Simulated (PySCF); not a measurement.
Computed properties of Sn(OMe)2 (C2H6O2Sn), SMILES C[O][Sn][O]C

C2H6O2Sn, SMILES C[O][Sn][O]C (connectivity only; charge and spin as stated), neutral, multiplicity 1. Coordinates come from a PBE0-D3(BJ)/def2-SVP optimisation. The structure was generated by enumeration; whether it is a known compound was not checked. The def2 effective core potentials stand for the cores of Sn; spin–orbit coupling is left out. One conformer was computed; it need not be the lowest. All values are computed for the isolated molecule unless a solvent is named; none is compared with measurement here.

**Structure.** The optimised structure has C2 symmetry. All 27 harmonic modes at PBE0-D3(BJ)/def2-SVP (PySCF) are real, so it is a minimum. With heavy atoms numbered as in [Sn:1]([O:2][CH3:3])[O:7][CH3:8], the shortest bond between them is O2–C3 at 1.390 Å and the longest Sn1–O2 at 1.997 Å.

**Vibrations.** The strongest infrared lines (harmonic, unscaled, degenerate partners summed) lie at 1203 cm⁻¹ (256 km/mol, O 42 %, C 33 %, H 25 %), 2993 cm⁻¹ (188 km/mol, H 97 %), 1168 cm⁻¹ (129 km/mol, H 55 %, C 26 %, O 19 %). The softest mode is at 56 cm⁻¹ and the zero-point energy is 51.6 kcal/mol.

**Electronic structure.** B3LYP/def2-TZVP (PySCF) places the frontier levels at -7.16 and -2.23 eV, a gap of 4.93 eV, and gives a dipole moment of 0.14 D and a mean polarisability of 73.3 bohr³. PBE/def2-TZVP (PySCF) at the same geometry gives -5.92 and -2.64 eV, so its gap is 1.65 eV narrower. An orbital gap is neither the optical nor the fundamental gap.

**Excitations.** TDA-CAM-B3LYP/def2-SVPD (PySCF) has S1 at 4.37 eV (284 nm, f = 0.000, dark); the most intense of the 10 singlets computed lies at 7.17 eV (f = 0.26). T1 (TDA) is at 3.62 eV, 0.75 eV under S1. TDA-PBE/def2-SVPD (PySCF) puts S1 at 3.39 eV. No vertical singlet excitation falls in the visible range (under 3.1 eV).
